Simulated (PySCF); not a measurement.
NICS in rings of unrelated molecules.

Definitions: NICS(0) = −σiso at the ring centroid; NICS(1) = −σiso and NICS(1)zz = −σzz at ±1 Å along the ring normal z. Level: GIAO PBE0/pcSseg-1 (PySCF, non-relativistic, gas phase) on the GFN2-xTB geometries, one conformer each. Atom numbers follow the mapped SMILES.

Question: Order these rings by mean NICS(1)zz, lowest (most negative) first (ppm).
A. ring C4–C5–O6–C7–O8–C9 in `[O:1]=[C:2]([OH:3])[CH:4]1[CH2:5][O:6][CH2:7][O:8][CH2:9]1`
B. ring C5–O6–C7 in `[F:1][CH:2]([F:3])[C@@H:4]1[C@H:5]2[O:6][C@H:7]2[CH2:8][CH2:9][C@H:10]1[F:11]`
C. ring C3–C4–N5–N6–N7 in `[CH2:1]=[CH:2][c:3]1[cH:4][n:5][n:6][n:7]1[SiH:8]([CH3:9])[CH3:10]`
D. ring C4–C5–C6–N7–C9 in `[CH3:1][S@@:2](=[O:3])[C@H:4]1[CH2:5][CH2:6][N:7]([SiH3:8])[CH2:9]1`
E. ring C4–C5–C6 in `[SH:1][SiH2:2][NH:3][CH:4]1[CH2:5][CH2:6]1`
F. ring C2–C3–C4 in `[CH3:1][C:2]1=[CH:3][C:4]/1=[CH:5]\[Cl:6]`

Answer: C (-31.2), B (-23.3), E (-22.0), F (-13.3), D (-5.0), A (1.9).

```csv
SMILES,ring,NICS(0),NICS(1),NICS(1)zz,HOMA,rms pucker (Å),ring atoms with four or more neighbours
C=Cc1cnnn1[SiH](C)C,5-membered ring with 3 N; formal bonds all aromatic,-11.2,-12.6,-31.2,0.93,0.00,0
FC(F)[C@@H]1[C@H]2O[C@H]2CC[C@H]1F,3-membered ring with O; formal bonds all single,-47.3,-6.5,-23.3,–,0.00,2
S[SiH2]NC1CC1,3-membered carbocycle; formal bonds all single,-43.5,-8.7,-22.0,–,0.00,3
CC1=CC/1=C\Cl,"3-membered carbocycle; formal bonds 1 double, 2 single",-25.8,-8.7,-13.3,-0.03,0.00,0
C[S@@](=O)[C@H]1CCN([SiH3])C1,5-membered ring with N; formal bonds all single,-6.9,-3.7,-5.0,–,0.17,4
O=C(O)C1COCOC1,6-membered ring with 2 O; formal bonds all single,-2.6,-1.8,1.9,–,0.23,4
```

NICS(0) gives another order. The isotropic NICS(1) gives another order. HOMA uses Krygowski's 1993 parameters; it is left out where a ring has a four-coordinate atom, a triple bond, no multiple bond or a kind of bond without parameters. NICS(1) and NICS(1)zz are means over the two faces.
